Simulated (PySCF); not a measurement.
## Te⁺ (tellurium, charge +1) across methods

[Kr] 4d10 5s2 5p2 6s1, high-spin 4P determinant (an excited configuration). Calculation: PySCF 2.14, in aug-cc-pVQZ-PP with one added diffuse shell each of s, p, d, f, g type with ECP28MDF (8s8p6d4f3g, 117 functions); a scalar-relativistic core potential.

```
 method  E (hartree)  mean ε 5s β (eV)  mean ε 5p α (eV)  mean ε 6s α (eV)  Σ⟨r²⟩ (bohr²)   ⟨S²⟩
wB97X-V    -267.2641           -29.662           -20.869            -8.434          66.97  3.752
    UHF   -266.34818           -28.863           -21.849            -8.192          69.01  3.758
    PBE    -267.2912           -25.729           -17.183            -6.860          63.95  3.751
    LDA    -266.8895           -26.396           -17.383            -6.992          64.77  3.751
 M06-2X    -267.2372           -27.191           -19.707            -7.922          65.07  3.755
   PBE0    -267.3034           -26.841           -18.546            -7.302          64.97  3.752
  wB97X    -267.3198           -29.966           -20.827            -8.359          67.10  3.752
```

Energies and moments cover only the electrons outside the core potential. The outer electron is Rydberg-like, and this basis confines it to a smaller radius and binds it less than a complete one would.
